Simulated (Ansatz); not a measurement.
Basis-set extrapolation for C3H9AlO2 (`C[CH](C)[Al]([OH])[OH]`) (PBE0-D4/def2-TZVP geometry, frozen core, Ansatz 0.2.0). Multiplicity 1, RHF reference.

```
                      def2-TZVPP   def2-QZVPP
                 HF  -510.733390  -510.753895
    MP2 correlation    -1.093021    -1.172066
CCSD(T) correlation    -1.176287      not run
```

Energies in hartree. Use E(X) = E(∞) + A·exp(−7.88·√X) for Hartree–Fock and E(X) = E(∞) + B·X^(−2.97) for correlation, with X = 3 and 4, and add CCSD(T) minus MP2 of the smaller set to the MP2 limit.

**Question.** What is the CCSD(T) energy at the basis-set limit?

**Answer.** HF limit: -510.753895 + (-0.020505) × 0.13774 = -510.75672. MP2 limit: -1.172066 + (-0.079045) × 0.74074 = -1.23062. Higher-order term: -1.176287 − (-1.093021) = -0.08327. Total: -512.07061 hartree, 101.0 kcal/mol below CCSD(T)/def2-TZVPP.
